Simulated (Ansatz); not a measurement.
`N[Si@H](O)O[Si@@H](N)O` + `N[SiH](F)F` → `N[SiH](O)[Si](N)(F)F` + `N[SiH](O)O`  (formal exchange of groups at the Si–O bond)

Calculated with Ansatz (gas phase, PBE0-D4/def2-TZVP geometries, no zero-point term in ΔE). CBS: MP2 limit from def2 TZ/QZ plus the TZ coupled-cluster correction, frozen cores. This one scheme is used for every species. Each species was taken in one conformer, which may not be the lowest.

```
                 species  SCS-MP2/def2-QZVPP energy (Eh)
`N[Si@H](O)O[Si@@H](N)O`                      -918.01319
            `N[SiH](F)F`                      -545.23981
  `N[SiH](O)[Si](N)(F)F`                      -966.01182
            `N[SiH](O)O`                      -497.17592
```

(1) Work out ΔE.

Largest T1 diagnostic among the species: 0.012.

Answers

(1) ΔE = (-966.01182) + (-497.17592) − (-918.01319) − (-545.23981) = 0.06526 Eh = +1.78 eV. CCSD(T)/CBS gives +1.68 eV.

From PBE to PBE0 (25 % exact exchange), in def2-TZVPP and without D4, ΔE moves by +0.14 eV. In def2-TZVPP, CCSD(T) changes the Hartree–Fock value by −0.25 eV (the triples alone add −0.04 eV) and MP2 by −0.19 eV.
